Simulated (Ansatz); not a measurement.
`CC(=O)[O][GeH3]` + `[CH3][AlH][CH2][SiH2]F` → `[CH3][AlH][CH2][GeH3]` + `CC(=O)O[SiH2]F`  (redistribution)

Computed with Ansatz on PBE0-D4/def2-TZVP structures; ΔE is electronic, products minus reactants. CCSD(T)/CBS is the MP2 limit (def2-TZVPP, def2-QZVPP) plus CCSD(T) − MP2 in def2-TZVPP, frozen cores. DFT in def2-TZVPP. B3LYP here is the variant with VWN-RPA as its local correlation; programs differ in this. For Ge outer-core shells are correlated without core-valence functions, which leaves a few kJ/mol of doubt a bond. Scalar relativity is left out up to krypton. One conformer a species, not always the lowest.

```
             level  ΔE (kJ/mol)  difference from CCSD(T)/CBS
            PBE-D4        -30.4                         10.6
         r2SCAN-D4        -34.5                          6.5
           PBE0-D4        -34.2                          6.8
          B3LYP-D4        -34.2                          6.8
           ωB97X-V        -33.3                          7.7
           ωB97M-V        -35.6                          5.4
            B2PLYP        -35.6                          5.4
               PBE        -30.3                         10.7
            r2SCAN        -34.4                          6.6
              PBE0        -34.1                          6.9
             B3LYP        -34.0                          7.0
     HF/def2-TZVPP        -38.4                          2.6
    MP2/def2-TZVPP        -39.7                          1.3
SCS-MP2/def2-TZVPP        -38.3                          2.7
   CCSD/def2-TZVPP        -39.8                          1.2
CCSD(T)/def2-TZVPP        -38.8                          2.2
     HF/def2-QZVPP        -38.4                          2.6
    MP2/def2-QZVPP        -41.0                          0.0
SCS-MP2/def2-QZVPP        -39.3                          1.7
      HF/CBS(def2)        -38.4                          2.6
     MP2/CBS(def2)        -41.9                         -0.9
    CCSD/CBS(def2)        -42.1                         -1.1
       CCSD(T)/CBS        -41.0                            0
```

Largest T1 diagnostic among the species: 0.014.

From PBE to PBE0 (25 % exact exchange), in def2-TZVPP and without D4, ΔE moves by −3.9 kJ/mol.
